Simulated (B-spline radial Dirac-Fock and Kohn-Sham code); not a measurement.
Method: ΔSCF Dirac-Fock with Breit, self-energy and vacuum polarisation, finite nucleus, configuration average. Computed with a radial B-spline solver. No correlation.

Question: Identify the element and charge state from the binding energies below (tabulated ground configuration; the least bound level is included).

| level | binding energy (eV) |
| --- | --- |
| L1 | 7340.7 |
| L3 | 6417.0 |
| M3 | 1509.3 |
| N3 | 433.3 |
| N5 | 314.4 |
| O1 | 200.0 |
| N6,7 | 190.8 |

Answer: Nd¹¹⁺: Z = 60 with 49 electrons, [Kr] 4d10 4f1 5s2.

Question: Identify the element and charge state from the binding energies below (tabulated ground configuration; the least bound level is included).

```tsv
level	binding energy (eV)
L3	11486.6
M2	3178.7
N1	958.5
N2	845.0
N3	760.2
O1	331.9
O2,3	283.4
```

Answer: Ir¹³⁺: Z = 77 with 64 electrons, [Kr] 4d10 4f14 5s2 5p2.
